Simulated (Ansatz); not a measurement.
Molecular dynamics of H24CO11

Input:

```yaml
crystal:
  lattice:
    - [7.159599, 0.0, 0.0]
    - [0.0, 7.159599, 0.0]
    - [0.0, 0.0, 7.159599]
  atoms:
    - { symbol: O, position: [0.50851454, 0.21740729, 0.95523009] }
    - { symbol: H, position: [0.61736863, 0.25982751, 0.87648628] }
    - { symbol: H, position: [0.41687683, 0.31768176, 0.9417557] }
    - { symbol: O, position: [0.21309964, 0.96873532, 0.522542] }
    - { symbol: H, position: [0.26150088, 0.8703085, 0.60545464] }
    - { symbol: H, position: [0.26470793, 0.93879593, 0.39827491] }
    - { symbol: O, position: [0.90115565, 0.42964555, 0.41883195] }
    - { symbol: H, position: [0.87888524, 0.31595033, 0.34217766] }
    - { symbol: H, position: [1.03892514, 0.43206803, 0.43045694] }
    - { symbol: O, position: [0.82528419, 0.10597469, 0.20692749] }
    - { symbol: H, position: [0.7796327, -0.00598297, 0.27550713] }
    - { symbol: H, position: [0.71593353, 0.14876391, 0.13583201] }
    - { symbol: O, position: [0.68269517, 0.78159887, 0.36426622] }
    - { symbol: H, position: [0.57167423, 0.78177973, 0.2814089] }
    - { symbol: H, position: [0.75476657, 0.66634033, 0.34411651] }
    - { symbol: O, position: [0.03687921, 0.82555243, 1.01715233] }
    - { symbol: H, position: [-0.01734556, 0.80346129, 0.89446939] }
    - { symbol: H, position: [-0.03230596, 0.93471435, 1.06397579] }
    - { symbol: O, position: [0.36372111, 0.64937181, 0.74705875] }
    - { symbol: H, position: [0.49968823, 0.64748095, 0.73772073] }
    - { symbol: H, position: [0.32250398, 0.53674732, 0.67769339] }
    - { symbol: O, position: [0.3765023, 0.8955983, 0.16231763] }
    - { symbol: H, position: [0.41647893, 1.0072728, 0.09295773] }
    - { symbol: H, position: [0.26545083, 0.8500308, 0.09112406] }
    - { symbol: O, position: [0.72750404, 0.89859073, 0.72873434] }
    - { symbol: H, position: [0.60832122, 0.94074916, 0.78005971] }
    - { symbol: H, position: [0.70114872, 0.86195922, 0.59792224] }
    - { symbol: O, position: [0.82168317, 0.28485131, 0.77297942] }
    - { symbol: H, position: [0.84205156, 0.34673396, 0.65068124] }
    - { symbol: H, position: [0.83768741, 0.15164102, 0.74358837] }
    - { symbol: C, position: [0.45170488, 0.33863428, 0.42538453] }
    - { symbol: O, position: [0.27354127, 0.34700444, 0.52014502] }
    - { symbol: H, position: [0.52165673, 0.47356528, 0.44298142] }
    - { symbol: H, position: [0.23883466, 0.21472404, 0.54632045] }
    - { symbol: H, position: [0.53954673, 0.22885114, 0.48780703] }
    - { symbol: H, position: [0.43428642, 0.3105105, 0.2755533] }
basis:
  ecutwfc: 420.0
kpoints:
  mp_grid: { grid: [1, 1, 1] }
hamiltonian:
  xc: pbe
  dispersion: d3bj
scf:
  occupations: { method: fermi_dirac, width: 0.02 }
  lower_state_search: "off"
md:
  timestep: 0.5
  n_steps: 300
  ensemble: nvt_langevin
  temperature: 500.0
  initial_velocities: maxwell_boltzmann
  seed: 848792
  friction: 0.02
```

Command:

```bash
$ ansatz run input.yaml --threads 1 --pin off --max-ram 3072MiB --backend cpu --events-out ev --progress --plain --runs-dir out
```

It starts from a partly relaxed structure (largest force component 0.24 eV/Å).

Output, in part (step lines):

```
md step     0: t =     0.00 fs  T =   486.1 K  F+E_penalty+E_count = -6879.91994886 eV  E_kin = 2.262050 eV  (8 SCF iters)
md step     1: t =     0.50 fs  T =   483.0 K  F+E_penalty+E_count = -6879.85875082 eV  E_kin = 2.247650 eV  (8 SCF iters)
md step     2: t =     1.00 fs  T =   441.3 K  F+E_penalty+E_count = -6879.66895916 eV  E_kin = 2.053731 eV  (8 SCF iters)
md step     3: t =     1.50 fs  T =   399.8 K  F+E_penalty+E_count = -6879.42183857 eV  E_kin = 1.860186 eV  (8 SCF iters)
md step     4: t =     2.00 fs  T =   352.9 K  F+E_penalty+E_count = -6879.20182980 eV  E_kin = 1.642245 eV  (8 SCF iters)
md step     5: t =     2.50 fs  T =   331.4 K  F+E_penalty+E_count = -6879.08743908 eV  E_kin = 1.541940 eV  (6 SCF iters)
md step     6: t =     3.00 fs  T =   336.2 K  F+E_penalty+E_count = -6879.10331647 eV  E_kin = 1.564338 eV  (6 SCF iters)
md step     7: t =     3.50 fs  T =   349.8 K  F+E_penalty+E_count = -6879.17679275 eV  E_kin = 1.627803 eV  (6 SCF iters)
[... lines left out ...]
```

The steps, from the saved trajectory:

```
time (fs)  T (K)  potential energy less start (eV)
      0.0    486                             0.000
      5.0    339                             0.731
     10.0    366                             0.790
     15.0    267                             1.247
     20.0    398                             0.921
     25.0    305                             1.277
     30.0    371                             1.312
     35.0    396                             1.505
     40.0    515                             1.296
     45.0    404                             1.494
     50.0    396                             1.568
     55.0    393                             1.643
     60.0    456                             1.554
     65.0    436                             1.716
     70.0    453                             1.878
     75.0    490                             1.817
     80.0    376                             2.190
     85.0    459                             1.948
     90.0    373                             2.101
     95.0    396                             1.902
    100.0    373                             1.994
    105.0    431                             1.832
    110.0    437                             1.908
    115.0    521                             1.768
    120.0    522                             1.769
    125.0    540                             1.878
    130.0    463                             1.919
    135.0    454                             2.182
    140.0    543                             1.882
    145.0    497                             2.115
    150.0    587                             1.894
```

All steps were run. A run of 0.15 ps of so small a system gives no equilibrium averages. Limits of this set-up: coarse k mesh.

Mean squared displacements from the first frame to the last, about the centre of mass: O 0.21 Å², H 0.48 Å², C 0.50 Å².

Last frame:

```xyz
36
Lattice="7.1596 0.0000 0.0000 0.0000 7.1596 0.0000 0.0000 0.0000 7.1596" Properties=species:S:1:pos:R:3
O 3.441 1.408 6.562
H 4.299 1.637 6.211
H 2.871 1.810 5.944
O 1.425 7.428 3.503
H 1.552 6.708 4.128
H 1.773 7.104 2.545
O 6.417 3.043 2.644
H 6.324 2.253 1.982
H 7.333 3.076 2.793
O 6.062 0.657 1.398
H 5.502 -0.071 1.930
H 5.747 0.647 0.433
O 5.003 5.360 2.413
H 4.364 5.509 1.729
H 5.643 4.714 2.069
O 0.313 5.536 7.642
H 0.221 5.505 6.719
H -0.215 6.301 7.922
O 2.474 5.062 5.504
H 2.627 4.933 6.392
H 2.090 4.174 5.209
O 2.832 6.650 1.154
H 3.001 7.263 0.397
H 2.010 6.114 0.966
O 5.491 5.939 5.381
H 4.686 6.082 5.880
H 5.234 5.806 4.453
O 5.843 1.735 5.009
H 5.932 2.318 4.226
H 6.332 0.897 4.855
C 2.990 3.074 3.191
O 2.000 2.716 4.201
H 2.754 4.162 2.924
H 1.931 1.747 4.085
H 3.986 2.978 3.743
H 2.856 2.372 2.436
```

Run time: 10 min on 1 thread of Arm Neoverse V1, with other jobs on the host, peak memory 0.4 GiB.
